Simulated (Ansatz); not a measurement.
Single points on Sn(OAc)Me3 (C₅H₁₂O₂Sn).

```yaml
crystal:
  periodic: [false, false, false]
  atoms:
    - {symbol: Sn, position_ang: [-0.130325, -0.232050, -0.856486]}
    - {symbol: O, position_ang: [-0.288292, -0.482359, 1.231450]}
    - {symbol: C, position_ang: [0.312844, 0.556093, 1.758127]}
    - {symbol: C, position_ang: [0.324855, 0.589195, 3.263222]}
    - {symbol: O, position_ang: [0.822847, 1.430420, 1.057764]}
    - {symbol: H, position_ang: [0.834561, 1.490224, 3.623722]}
    - {symbol: H, position_ang: [0.828911, -0.311253, 3.645534]}
    - {symbol: H, position_ang: [-0.708507, 0.558956, 3.640148]}
    - {symbol: C, position_ang: [1.947187, -0.339866, -1.384692]}
    - {symbol: H, position_ang: [2.396304, 0.659312, -1.313348]}
    - {symbol: H, position_ang: [2.069208, -0.741211, -2.401592]}
    - {symbol: H, position_ang: [2.454605, -1.010575, -0.675579]}
    - {symbol: C, position_ang: [-1.248217, 1.516729, -1.403135]}
    - {symbol: H, position_ang: [-1.647136, 1.419076, -2.423595]}
    - {symbol: H, position_ang: [-0.603461, 2.402166, -1.329537]}
    - {symbol: H, position_ang: [-2.089231, 1.628619, -0.702917]}
    - {symbol: C, position_ang: [-1.180519, -2.044333, -1.367287]}
    - {symbol: H, position_ang: [-2.198920, -2.016251, -0.952788]}
    - {symbol: H, position_ang: [-0.652256, -2.913610, -0.948906]}
    - {symbol: H, position_ang: [-1.244448, -2.159282, -2.460105]}
basis:
  gaussian: {orbitals: def2-SVP, initial_orbitals: start.molden}
hamiltonian: {xc: {text: "exchange = 0.90*pbe_x + 0.10*exact_x\ncorrelation = pbe_c"}}
scf: {omitted_lower_state_checks: [starts]}
output: {orbitals: {seedname: orbitals}}
```

The file start.molden holds the orbitals of an earlier run on this structure, at another level or in another basis.

```sh
$ ansatz run in.yaml --threads 4 --pin off --events-out ev --progress --plain --max-ram 4787MiB
```

Shortened log:

```
Functional definition: unnamed
2063 factors; their error is unknown
mean field evaluation 1: about -15288.7889 eV, gradient 2.5e1 eV
mean field evaluation 2: about -15289.1773 eV, gradient 4.8e-1 eV
mean field evaluation 4: about -15289.1606 eV, gradient 2.5e-1 eV
mean field evaluation 8: about -15289.1607 eV, gradient 7.1e-6 eV
mean field -15289.16071958 eV, -561.8662930792 hartree, gradient 7.1e-6 eV, S^2 0.000000; 0 other end points of the search recorded, 0 dependent functions left out
reference -15289.16076657 eV, -561.8662948062 hartree; 40, 40 occupied and 144, 144 virtual orbitals, 2063 factors
Total energy: -15289.16076657 eV, -561.8662948062 hartree
Checks for a lower state left out: starts
```

Run time 7 s (4 threads of Intel Xeon on a shared host).

First input, but with `hamiltonian: {xc: {text: "exchange = 0.85*pbe_x + 0.15*exact_x\ncorrelation = pbe_c"}}` (abridged; 5.5 s):

```
Functional definition: unnamed
mean field -15289.40340082 eV, -561.8752114502 hartree, gradient 1.8e-5 eV, S^2 0.000000
Total energy: -15289.40344554 eV, -561.8752130937 hartree
Checks for a lower state left out: starts
```

First input, but with `gaussian: {orbitals: def2-TZVP, initial_orbitals: start.molden}`, `hamiltonian: {xc: pbe0, dispersion: d4}` (abridged; 19 s):

```
Functional definition: PBE0
mean field -15300.95432958 eV, -562.2997002526 hartree, gradient 1.7e-5 eV, S^2 0.000000
Total energy: -15301.36524855 eV, -562.3148012462 hartree
Checks for a lower state left out: starts
```

The first input with `gaussian: {orbitals: def2-TZVP, initial_orbitals: start.molden}`, `correlation: {method: mp2}` and without the key `hamiltonian` (abridged; 22 s):

```
Functional definition: HF
mean field -15227.29395861 eV, -559.5927315485 hartree, gradient 5.2e-6 eV, S^2 0.000000
11 core orbitals not correlated: weight in the atoms' cores, before any rotation towards them, 1.000 or more for the frozen orbitals, at most 0.000 for the correlated occupied ones
second order -44.42853612 eV of doubles, -0.00000000 eV of singles
Total energy: -15271.72249474 eV, -561.2254501363 hartree
Checks for a lower state left out: starts
```

First input, but with `gaussian: {orbitals: def2-TZVP, initial_orbitals: start.molden}`, `hamiltonian: {xc: {name: r2SCAN0}, dispersion: d4}` (abridged; 23 s):

```
Functional definition: r2SCAN0
mean field -15306.80175359 eV, -562.5145891215 hartree, gradient 8.4e-6 eV, S^2 0.000000
Total energy: -15306.95463691 eV, -562.5202074798 hartree
Checks for a lower state left out: starts
```

As the first input, with `hamiltonian: {xc: pbe, dispersion: d4}` (abridged; 4.2 s):

```
Functional definition: PBE
mean field -15288.71297927 eV, -561.8498389265 hartree, gradient 8.4e-6 eV, S^2 0.000000
Total energy: -15289.18940758 eV, -561.8673473438 hartree
Checks for a lower state left out: starts
```

First input, but with `gaussian: {orbitals: def2-TZVP, initial_orbitals: start.molden}`, `hamiltonian: {xc: pbe, dispersion: d4}`, `output: {forces: true, orbitals: {seedname: orbitals}}` (abridged; 11 s):

```
Functional definition: PBE
mean field -15299.95228051 eV, -562.2628756285 hartree, gradient 9.2e-6 eV, S^2 0.000000
Total energy: -15300.42871738 eV, -562.2803843607 hartree
Atom 0 force     0.014886     0.032541    -0.002328 eV/Å
Atom 1 force    -0.222174    -0.397711    -0.100811 eV/Å
Atom 2 force    -0.078521    -0.100887     0.278951 eV/Å
Atom 3 force    -0.002314    -0.011849     0.141316 eV/Å
Atom 4 force     0.299323     0.500286    -0.249187 eV/Å
Atom 5 force    -0.031465    -0.055622    -0.005893 eV/Å
Atom 6 force    -0.006234     0.049601     0.002546 eV/Å
Atom 7 force     0.046455     0.020679     0.000549 eV/Å
Atom 8 force     0.149437    -0.019527    -0.029741 eV/Å
Atom 9 force    -0.047905    -0.066129    -0.012551 eV/Å
Atom 10 force    -0.017957     0.031681     0.060373 eV/Å
Atom 11 force    -0.042461     0.041940    -0.047292 eV/Å
Atom 12 force    -0.090244     0.119317    -0.033320 eV/Å
Atom 13 force     0.034921     0.001398     0.059769 eV/Å
Atom 14 force    -0.033277    -0.074328    -0.012663 eV/Å
Atom 15 force     0.058214    -0.017481    -0.045880 eV/Å
Atom 16 force    -0.086128    -0.149804    -0.013979 eV/Å
Atom 17 force     0.074548     0.007061    -0.031192 eV/Å
Atom 18 force    -0.031161     0.067800    -0.031515 eV/Å
Atom 19 force     0.012056     0.021031     0.072847 eV/Å
Dipole moment:    -0.101996    -0.179761    -0.156527 e Å
Checks for a lower state left out: starts
```

Geometry: r2SCAN-D4/def2-SVP.

In the def2 sets Sn takes a core potential; there is no spin–orbit coupling. Correlated methods freeze 11 core orbitals; core or outer-core shells of Sn are correlated, in sets that lack core-valence functions.
